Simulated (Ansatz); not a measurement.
Molecular dynamics of AlCl2H6NO2Ti

input.yaml

```yaml
crystal:
  periodic: [false, false, false]
  atoms:
    - { symbol: Ti, position_ang: [0.131253, -0.448793, 0.237774] }
    - { symbol: O, position_ang: [0.746935, 0.293219, 1.969765] }
    - { symbol: H, position_ang: [0.409308, 0.977079, 2.529356] }
    - { symbol: Cl, position_ang: [1.708563, 0.193764, -1.169317] }
    - { symbol: Cl, position_ang: [-1.791878, 0.678085, 0.179542] }
    - { symbol: "N", position_ang: [-0.561296, -2.074171, -0.853095] }
    - { symbol: H, position_ang: [-1.541306, -2.008156, -1.083917] }
    - { symbol: H, position_ang: [-0.062967, -2.19437, -1.722589] }
    - { symbol: O, position_ang: [0.481463, -1.810761, 1.403345] }
    - { symbol: Al, position_ang: [-0.094689, -3.360881, 0.601163] }
    - { symbol: H, position_ang: [1.093072, -4.30201, 0.149192] }
    - { symbol: H, position_ang: [-1.415386, -3.924167, 1.268588] }
    - { symbol: H, position_ang: [0.711529, -0.899639, 2.144893] }
basis:
  gaussian: { orbitals: def2-SVP }
hamiltonian:
  xc: hf
md:
  timestep: 0.5
  n_steps: 200
  ensemble: nve
  temperature: 300.0
  initial_velocities: maxwell_boltzmann
  seed: 2581
```

Run as:

```bash
$ ansatz run input.yaml --threads 4 --pin off --max-ram 5120MiB --backend cpu --events-out ev --progress --plain --runs-dir out
```

It starts at the highest image of a converged band. Of that band: Beside the main top the profile has a ripple of under 15 meV (maxima at images 3, 5), which may be a very shallow well or noise. Neighbouring images differ by up to 1.3 eV, so the band resolves the path poorly. A vibrational analysis at the climbing image gives one clearly imaginary mode, 1801i cm⁻¹: a first-order saddle point.

Output, in part (one step line in 7, the closing report, with atoms numbered from 0):

```
md step     0: t =     0.00 fs  T =   300.0 K  F+E_penalty+E_count = -60317.01577297 eV  E_kin = 0.426558 eV  conserved = -60316.58921498 eV  (43 SCF iters)
md step     7: t =     3.50 fs  T =   265.8 K  F+E_penalty+E_count = -60316.96588283 eV  E_kin = 0.377981 eV  conserved = -60316.58790203 eV  (43 SCF iters)
md step    14: t =     7.00 fs  T =   407.2 K  F+E_penalty+E_count = -60317.16769471 eV  E_kin = 0.578915 eV  conserved = -60316.58877951 eV  (43 SCF iters)
md step    21: t =    10.50 fs  T =   607.0 K  F+E_penalty+E_count = -60317.45252955 eV  E_kin = 0.863072 eV  conserved = -60316.58945740 eV  (43 SCF iters)
md step    28: t =    14.00 fs  T =   728.8 K  F+E_penalty+E_count = -60317.62372770 eV  E_kin = 1.036271 eV  conserved = -60316.58745708 eV  (43 SCF iters)
md step    35: t =    17.50 fs  T =   855.5 K  F+E_penalty+E_count = -60317.80337051 eV  E_kin = 1.216402 eV  conserved = -60316.58696894 eV  (44 SCF iters)
md step    42: t =    21.00 fs  T =   839.0 K  F+E_penalty+E_count = -60317.78049740 eV  E_kin = 1.192874 eV  conserved = -60316.58762311 eV  (43 SCF iters)
md step    49: t =    24.50 fs  T =   817.3 K  F+E_penalty+E_count = -60317.75153234 eV  E_kin = 1.162082 eV  conserved = -60316.58945007 eV  (42 SCF iters)
md step    56: t =    28.00 fs  T =   702.7 K  F+E_penalty+E_count = -60317.58870087 eV  E_kin = 0.999119 eV  conserved = -60316.58958145 eV  (43 SCF iters)
md step    63: t =    31.50 fs  T =   672.6 K  F+E_penalty+E_count = -60317.54715343 eV  E_kin = 0.956291 eV  conserved = -60316.59086263 eV  (42 SCF iters)
md step    70: t =    35.00 fs  T =   718.0 K  F+E_penalty+E_count = -60317.61156793 eV  E_kin = 1.020926 eV  conserved = -60316.59064211 eV  (45 SCF iters)
md step    77: t =    38.50 fs  T =   758.5 K  F+E_penalty+E_count = -60317.66648012 eV  E_kin = 1.078501 eV  conserved = -60316.58797899 eV  (45 SCF iters)
md step    84: t =    42.00 fs  T =   760.2 K  F+E_penalty+E_count = -60317.66846564 eV  E_kin = 1.080950 eV  conserved = -60316.58751604 eV  (45 SCF iters)
md step    91: t =    45.50 fs  T =   627.9 K  F+E_penalty+E_count = -60317.47983264 eV  E_kin = 0.892808 eV  conserved = -60316.58702418 eV  (47 SCF iters)
md step    98: t =    49.00 fs  T =   543.7 K  F+E_penalty+E_count = -60317.36091120 eV  E_kin = 0.773092 eV  conserved = -60316.58781965 eV  (48 SCF iters)
md step   105: t =    52.50 fs  T =   476.6 K  F+E_penalty+E_count = -60317.26661728 eV  E_kin = 0.677659 eV  conserved = -60316.58895800 eV  (45 SCF iters)
md step   112: t =    56.00 fs  T =   514.9 K  F+E_penalty+E_count = -60317.32300571 eV  E_kin = 0.732132 eV  conserved = -60316.59087388 eV  (46 SCF iters)
md step   119: t =    59.50 fs  T =   602.9 K  F+E_penalty+E_count = -60317.44786103 eV  E_kin = 0.857308 eV  conserved = -60316.59055320 eV  (45 SCF iters)
md step   126: t =    63.00 fs  T =   606.7 K  F+E_penalty+E_count = -60317.45204313 eV  E_kin = 0.862601 eV  conserved = -60316.58944194 eV  (44 SCF iters)
md step   133: t =    66.50 fs  T =   515.2 K  F+E_penalty+E_count = -60317.32184951 eV  E_kin = 0.732547 eV  conserved = -60316.58930212 eV  (44 SCF iters)
md step   140: t =    70.00 fs  T =   301.0 K  F+E_penalty+E_count = -60317.01471411 eV  E_kin = 0.427988 eV  conserved = -60316.58672574 eV  (43 SCF iters)
md step   147: t =    73.50 fs  T =   296.4 K  F+E_penalty+E_count = -60317.00748181 eV  E_kin = 0.421494 eV  conserved = -60316.58598767 eV  (44 SCF iters)
md step   154: t =    77.00 fs  T =   479.5 K  F+E_penalty+E_count = -60317.26940407 eV  E_kin = 0.681804 eV  conserved = -60316.58760040 eV  (44 SCF iters)
md step   161: t =    80.50 fs  T =   653.8 K  F+E_penalty+E_count = -60317.51985498 eV  E_kin = 0.929652 eV  conserved = -60316.59020311 eV  (44 SCF iters)
md step   168: t =    84.00 fs  T =   703.3 K  F+E_penalty+E_count = -60317.59064263 eV  E_kin = 0.999927 eV  conserved = -60316.59071554 eV  (46 SCF iters)
md step   175: t =    87.50 fs  T =   669.5 K  F+E_penalty+E_count = -60317.54268575 eV  E_kin = 0.951901 eV  conserved = -60316.59078488 eV  (46 SCF iters)
md step   182: t =    91.00 fs  T =   660.7 K  F+E_penalty+E_count = -60317.52998423 eV  E_kin = 0.939385 eV  conserved = -60316.59059896 eV  (46 SCF iters)
md step   189: t =    94.50 fs  T =   595.1 K  F+E_penalty+E_count = -60317.43379299 eV  E_kin = 0.846088 eV  conserved = -60316.58770544 eV  (49 SCF iters)
md step   196: t =    98.00 fs  T =   527.9 K  F+E_penalty+E_count = -60317.33708995 eV  E_kin = 0.750649 eV  conserved = -60316.58644062 eV  (47 SCF iters)
md step   200: t =   100.00 fs  T =   578.9 K  F+E_penalty+E_count = -60317.41384055 eV  E_kin = 0.823115 eV  conserved = -60316.59072599 eV  (46 SCF iters)
Total energy: -60317.41384055 eV, -2216.6240740287 hartree
Atom 0 at     0.233687    -0.397904     0.477101 Å, force    -0.743298    -0.346955     1.018499 eV/Å
Atom 1 at     1.024299     0.705788     1.733579 Å, force    -1.015084    -1.560150    -1.681244 eV/Å
Atom 2 at     1.356060     1.418884     1.197524 Å, force     0.304935     0.358870     0.638358 eV/Å
Atom 3 at     1.463878     0.293555    -1.148653 Å, force     1.023744     0.299817    -0.905668 eV/Å
Atom 4 at    -1.692494     0.544805     0.039305 Å, force    -0.257137     0.180428     0.354908 eV/Å
Atom 5 at    -0.420824    -2.162471    -0.982314 Å, force     0.988671     0.686771     0.681087 eV/Å
Atom 6 at    -1.357982    -1.965504    -1.302980 Å, force     0.125242    -0.091720     0.161194 eV/Å
Atom 7 at     0.164808    -2.227160    -1.822897 Å, force    -0.429265     0.028962     0.895657 eV/Å
Atom 8 at     0.145701    -2.052532     1.644278 Å, force     0.947550     1.555355     0.371956 eV/Å
Atom 9 at    -0.166054    -3.435153     0.469550 Å, force    -0.301485    -0.581858    -1.484309 eV/Å
Atom 10 at     1.179568    -4.211659     0.095792 Å, force    -0.035829    -0.016961     0.412973 eV/Å
Atom 11 at    -1.571150    -4.105542     0.681634 Å, force    -0.051804    -0.238907     0.442041 eV/Å
Atom 12 at     0.553887    -1.994956     2.519919 Å, force    -0.556240    -0.273653    -0.905453 eV/Å
Dipole moment:     0.246859     0.196111     0.162593 e Å
```

All steps were run. The conserved energy stayed within 0.25 meV per atom of its start (net change -0.12 meV per atom), so the integration is sound. The kinetic energy rose, since the run started high on the potential surface and went downhill. A run of 0.1 ps of so small a system gives no equilibrium averages. The orbitals stay closed-shell, which can raise the energy where a bond breaks towards radicals; this wasn't checked here.

Between its relaxed ends the band would form O2–H13 and break O9–H13. These pairs go: O2–H13 1.21 → 2.85 Å, O9–H13 1.20 → 0.97 Å. In the last frame they stand as before the step (other bonds may differ from the relaxed reactants and products). Also parted: Ti1–H13 2.04 → 2.61 Å. It ends as one piece, AlCl2H6NO2Ti. Pairs count as bonded within 1.25 times the sum of covalent radii (0.12 Å more for H–H).

Last frame:

```xyz
13
Properties=species:S:1:pos:R:3
Ti 0.234 -0.398 0.477
O 1.024 0.706 1.734
H 1.356 1.419 1.198
Cl 1.464 0.294 -1.149
Cl -1.692 0.545 0.039
N -0.421 -2.163 -0.982
H -1.358 -1.966 -1.303
H 0.165 -2.227 -1.823
O 0.146 -2.053 1.644
Al -0.166 -3.435 0.470
H 1.180 -4.212 0.096
H -1.571 -4.106 0.682
H 0.554 -1.995 2.520
```

Time of the run: 11 min on 4 threads of Arm Neoverse V1, on a shared host, peak memory 0.55 GiB.
